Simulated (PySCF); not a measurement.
**Distorted geometries of [PbH5]−**

[PbH5]− (singlet). PySCF 2.14.0, RKS BP86, Pb def2-SVP with ECP60, H def2-SVP; non-relativistic Hamiltonian with scalar-relativistic core potentials where named; density fitting; no spin-orbit coupling. Relaxed geometry:

```xyz
6

Pb    0.0000    0.0000    0.0000
H     0.0000    0.0000    1.9793
H     0.0000    0.0000   -1.9793
H     1.8735    0.0000    0.0000
H    -0.9367    1.6225    0.0000
H    -0.9367   -1.6224    0.0000
```

Question: Order these distorted geometries by energy above the relaxed one, lowest first.
A.
```xyz
6

Pb    0.0337   -0.0766   -0.0823
H     0.0166   -0.0431    2.0275
H     0.0626    0.0886   -1.9879
H     1.6928   -0.0483    0.1128
H    -1.0178    1.7444   -0.0655
H    -0.7879   -1.6650   -0.0046
```
B.
```xyz
6

Pb    0.0606    0.0596   -0.1372
H    -0.0547    0.0277    2.1128
H     0.0281   -0.0104   -1.9015
H     1.9169   -0.0523    0.0002
H    -1.0306    1.5175   -0.0224
H    -0.9202   -1.5422   -0.0519
```
C.
```xyz
6

Pb    0.0498    0.0643   -0.0400
H    -0.0244   -0.0494    2.0594
H     0.0164    0.0281   -2.0237
H     1.7916    0.0421   -0.0982
H    -0.9110    1.6131    0.0198
H    -0.9225   -1.6982    0.0826
```

Answer: C (0.20 eV), B (0.30 eV), A (0.43 eV).

Question: Which forces (eV/Å) act in the one that lies 0.43 eV up?

Answer: 
```
Pb  -2.26  1.51  0.75
H   -0.22  0.06 -0.32
H   -0.05 -0.11 -0.26
H    2.26 -0.05 -0.02
H    0.48 -0.88  0.03
H   -0.22 -0.53 -0.17
```
Forces carry noise of the integration grid, about 0.01 to 0.03 eV/Å.
